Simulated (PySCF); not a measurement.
Species: C5H14OP (charge +1).
Numbering: `[CH3:1][PH+:2]([CH3:3])[CH2:4][CH2:5][CH2:6][OH:7]` (hydrogens: H8, H9, H10 on C1; H11 on P2; H12, H13, H14 on C3; H15, H16 on C4; H17, H18 on C5; H19, H20 on C6; H21 on O7)

All values: PBE0/pcSseg-1 and CAM-B3LYP/def2-SVPD (PySCF, non-relativistic), on one gas-phase PBE0-D3(BJ)/def2-SVP geometry that isn't relaxed in the solvent. The solvent is an IEF-PCM continuum (cavity from Bondi-type radii × 1.2). Specific hydrogen bonds and non-electrostatic terms are outside this model.

Gas phase at PBE0/pcSseg-1: HOMO -12.04 eV, LUMO -3.46 eV.

Question: What does the continuum do to the energy and the frontier levels at PBE0/pcSseg-1 in tetrahydrofuran and acetone?

Answer: 
```csv
solvent,ε,E(solvent) − E(gas) (kcal/mol),polarisation term (kcal/mol),distortion of the solute (kcal/mol),HOMO (eV),LUMO (eV)
tetrahydrofuran,7.426,-45.84,-46.29,0.45,-8.59,0.26
acetone,20.49,-50.55,-51.17,0.62,-8.26,0.64
```

The polarisation term is half the interaction of the solute with the surface charges that it induces; the rest is the cost of distorting the solute's density. The sum is the electrostatic part of solvation alone. From tetrahydrofuran to acetone the lowering changes by a factor 1.10, Born's factor 1 − 1/ε by 1.10 and ε itself by 2.8.

Question: Which radius a makes Born's formula ΔE = −(q²/2a)(1 − 1/ε) give the value in acetone?

Answer: a = q²(1 − 1/ε)/(2|ΔE|) = 3.12 Å, with q = +1 e and |ΔE| = 0.0806 Eh; the farthest nucleus lies 3.45 Å from the centroid of the nuclei. The formula assumes a point charge at the centre of a sphere.

Question: Which ESP-fitted charges (PBE0/pcSseg-1) respond most in acetone (means over atoms taken as equivalent)?

Answer: 
```json
{"atoms": "P2", "environment": "phosphonium phosphorus", "gas (e)": "+0.760", "solvent (e)": "+0.878", "change": "+0.118"}
{"atoms": "C1/C3", "environment": "sp3 carbon bound to phosphorus", "gas (e)": "-0.686", "solvent (e)": "-0.712", "change": "-0.026"}
{"atoms": "C6", "environment": "carbinol carbon (C–OH)", "gas (e)": "+0.104", "solvent (e)": "+0.127", "change": "+0.023"}
{"atoms": "O7", "environment": "alcohol oxygen", "gas (e)": "-0.625", "solvent (e)": "-0.645", "change": "-0.020"}
{"atoms": "H19/H20", "environment": "methylene hydrogen", "gas (e)": "+0.065", "solvent (e)": "+0.051", "change": "-0.014"}
{"atoms": "H11", "environment": "P–H hydrogen", "gas (e)": "+0.050", "solvent (e)": "+0.039", "change": "-0.011"}
{"atoms": "H21", "environment": "hydroxyl hydrogen", "gas (e)": "+0.435", "solvent (e)": "+0.446", "change": "+0.011"}
{"atoms": "C5", "environment": "chain CH2 carbon", "gas (e)": "-0.051", "solvent (e)": "-0.061", "change": "-0.010"}
{"atoms": "C4", "environment": "sp3 carbon bound to phosphorus", "gas (e)": "-0.260", "solvent (e)": "-0.251", "change": "+0.009"}
{"atoms": "H17/H18", "environment": "methylene hydrogen", "gas (e)": "+0.081", "solvent (e)": "+0.073", "change": "-0.008"}
{"atoms": "H8 (×6)", "environment": "methyl hydrogen", "gas (e)": "+0.234", "solvent (e)": "+0.230", "change": "-0.004"}
{"atoms": "H15/H16", "environment": "methylene hydrogen", "gas (e)": "+0.133", "solvent (e)": "+0.131", "change": "-0.002"}
```

Question: How do the nuclear quadrupole coupling constants eQVzz/h respond in acetone?

Answer: 
| nucleus | Q (barn) | gas (MHz) | solvent (MHz) | η gas | η solvent |
| --- | --- | --- | --- | --- | --- |
| 17O at O7 | -0.0256 | 11.71 | 11.57 | 0.84 | 0.86 |

Gas phase at CAM-B3LYP/def2-SVPD: HOMO -13.59 eV, LUMO -2.80 eV.

Question: What does the continuum do to the energy and the frontier levels at CAM-B3LYP/def2-SVPD in acetone?

Answer: 
```tsv
solvent	ε	E(solvent) − E(gas) (kcal/mol)	polarisation term (kcal/mol)	distortion of the solute (kcal/mol)	HOMO (eV)	LUMO (eV)
acetone	20.49	-50.88	-51.67	0.79	-9.80	1.00
```

The atom shares or the degeneracy of the LUMO differ from the gas phase in acetone, so that column needn't follow one orbital.

Question: How does the static polarisability (CAM-B3LYP/def2-SVPD, frozen core, with the continuum's full static response) change?

Answer: 
```tsv
medium	isotropic (au)	principal values (au)	⟨r²⟩ of the electrons (bohr²)
gas	82.9	73.7, 80.8, 94.1	1115.3
acetone	111.3	103.4, 110.8, 119.6	1117.4
```

The isotropic value in acetone is 1.34 times the gas-phase one; no cavity-field correction is applied. ⟨r²⟩ is taken about the centre of nuclear charge.

Hardware: one thread of an Arm Neoverse V2 (shared host). Cost: 31 s wall, 1.2 GiB resident at most. This is the whole shielding run at PBE0/pcSseg-1 in acetone, SCF included.

Shape of the structure used: `[CH3:1][PH+:2]([CH3:3])[CH2:4][CH2:5][CH2:6][OH:7]`: C1–P2–C4–C5 -43°, P2–C4–C5–C6 -62°, C4–C5–C6–O7 58°, H–O7–C6–C5 178°.
